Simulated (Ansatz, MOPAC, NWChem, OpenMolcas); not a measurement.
## How methods differ on InNH2Cl (SMILES [NH2][In][Cl])

The runs start from one conformer, not always the lowest.

InNH2Cl, doublet, SMILES `[NH2][In][Cl]`. Each level relaxes the structure for itself.

Quantity: the zero-point energy at each level's own minimum, in kJ/mol. The values are calculated.

```json
{"level": "PM6", "kind": "semi-empirical", "program": "MOPAC", "value (kJ/mol)": "61.4"}
{"level": "PM6-D3H4", "kind": "semi-empirical", "program": "MOPAC", "value (kJ/mol)": "61.7"}
{"level": "PM6-DH+", "kind": "semi-empirical", "program": "MOPAC", "value (kJ/mol)": "61.5"}
{"level": "PM6-DH2", "kind": "semi-empirical", "program": "MOPAC", "value (kJ/mol)": "61.5"}
{"level": "UHF/STO-3G", "kind": "Hartree–Fock", "program": "Ansatz", "value (kJ/mol)": "78.4"}
{"level": "UHF/3-21G", "kind": "Hartree–Fock", "program": "OpenMolcas", "value (kJ/mol)": "71.9"}
{"level": "UPBE/def2-SVP (core potential)", "kind": "GGA", "program": "Ansatz", "value (kJ/mol)": "63.0"}
{"level": "UPBE0-D3(BJ)/def2-SVP (core potential)", "kind": "global hybrid", "program": "NWChem", "value (kJ/mol)": "65.8"}
{"level": "UPBE0-D4/def2-TZVP (core potential)", "kind": "global hybrid", "program": "Ansatz", "value (kJ/mol)": "66.3"}
```

All-electron rows without a relativistic Hamiltonian named are non-relativistic, while core potentials hold scalar relativity, so basis and relativity change together. Harmonic and unscaled. The values span 61.4 to 78.4 kJ/mol.
